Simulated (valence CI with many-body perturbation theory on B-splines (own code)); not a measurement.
# Questions on Tb LX

Method: relativistic CI+MBPT: four valence electrons over a frozen Dirac-Fock core [He], radial functions for each j: 11 s, 11 p, 10 d, 8 f, 5 g, 2 h, with the one-electron correlation potential Σ1, the two-electron term Σ2, the three-electron term Σ3, Breit, model QED; selected CI, second order for the rest, scaled by the run's own slope (own B-spline code, finite nucleus).

The last digits are not significant, and no measured levels were compared; by estimate large intervals hold to a few tenths of a per cent, small ones and those within an open d or f shell to about a per cent. Among the levels kept, up to 930 cm⁻¹ of a level comes from second order outside the variational space, and about a tenth of that is noise between levels of different J, which matters for small intervals.

Levels are named by their leading jj configuration (3d3/2^4 stands for four electrons in 3d with j = 3/2), which in mixed levels can hold well under half, so a name can repeat and another be missing.

Rates and lifetimes use the calculated energies. Strong lines usually hold to 10 to 20 %, long lifetimes can be off by a factor of two.

Task: What is the ground level?

Result: (2s^2 2p1/2^2) J=0, composition 69 % 2s²2p² ³P + 31 % 2s²2p² ¹S.

Task: Among levels below 10212 eV, which E1 lines absorb most strongly from the ground level?

Result: to (2s^2 2p1/2 3d3/2) J=1 at 0.1531 nm, f = 1.07; to (2s 2p1/2^2 3p1/2) J=1 at 0.1551 nm, f = 0.385; to (2s 2p1/2^2 3p3/2) J=1 at 0.1504 nm, f = 0.332.

Task: What is the ionisation energy?

Result: 13660 eV; NIST lists 13658 ± 7 eV (theoretical).

Task: Name the longest-lived excited levels whose lifetime is computed, and their main decay.

Result: (2s^2 2p1/2 2p3/2) J=2 at 794 eV lives 113 ns, mostly by E2 to (2s^2 2p1/2^2) J=0; (2s^2 2p1/2 2p3/2) J=1 at 776 eV lives 339 ps, mostly by M1 to (2s^2 2p1/2^2) J=0.

Task: How well does LS coupling describe the low levels?

Result: Among the lowest 20 levels the leading LS term, summed over configurations, holds 67 % on average. For single configurations the figures are 67 % in LS and 100 % in jj coupling. Terms mix most in the J = 1 level at 1097 eV, where the leading one holds 32 %.

Task: Where does the other parity begin?

Result: At (2s 2p1/2^2 2p3/2) J=2, 1022 eV.
